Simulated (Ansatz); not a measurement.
Input for Ansatz (a quantum-chemistry and plane-wave program): R-BLYP/def2-TZVPP on CH4STe (SMILES CS[TeH]), a point of a torsion scan. Elements past Kr take the def2 small-core potentials; no spin–orbit coupling.

Ansatz 0.2 input:
```yaml
crystal:
  periodic: [false, false, false]
  atoms:
    - {symbol: C, position_ang: [-1.10013546, -0.11079908, 0.02018238]}
    - {symbol: S, position_ang: [0.65401645, 0.37083170, -0.15399938]}
    - {symbol: Te, position_ang: [0.80617852, 1.29400079, -2.34589373]}
    - {symbol: H, position_ang: [-1.56014940, -0.20918624, -0.95585845]}
    - {symbol: H, position_ang: [-1.61691563, 0.64370653, 0.60550186]}
    - {symbol: H, position_ang: [-1.11743447, -1.06158596, 0.54197182]}
    - {symbol: H, position_ang: [1.13348308, -0.16320985, -3.05288773]}
basis:
  gaussian:
    orbitals: def2-TZVPP
hamiltonian:
  xc: {name: BLYP}
scf: {lower_state_search: off}
```

The log:

```
WARN ansatz: RAYON_NUM_THREADS=1 ignored (pool sized by the plan → 1); use --threads N
Functional definition: BLYP
these checks for a lower state are left out or cut short: stability, starts, cluster_reference, orbital_swaps, neighbouring_geometries, increment
integrals: 0.09 GiB planned
1086 factors; their error is unknown
mean field: 0.64 GiB planned
mean field evaluation 1: about -19221.0692 eV, gradient 6.1e1 eV
mean field evaluation 2: about -19199.1595 eV, gradient 9.9e1 eV
mean field evaluation 4: about -19229.4346 eV, gradient 1.4e1 eV
mean field evaluation 8: about -19229.9700 eV, gradient 9.2e-2 eV
mean field evaluation 16: about -19229.8310 eV, gradient 5.9e-4 eV
mean field -19229.83095499 eV, -706.6832531484 hartree, gradient 1.8e-6 eV, S^2 0.000000; 0 other end points of the search recorded, 0 dependent functions left out
reference -19229.83128047 eV, -706.6832651096 hartree; 25, 25 occupied and 154, 154 virtual orbitals, 1086 factors
Total energy: -19229.83128047 eV, -706.6832651096 hartree
Checks for a lower state left out: stability, starts, cluster_reference, orbital_swaps, neighbouring_geometries, increment
```

The run converged.

Cost: very roughly 2.5 core-seconds.
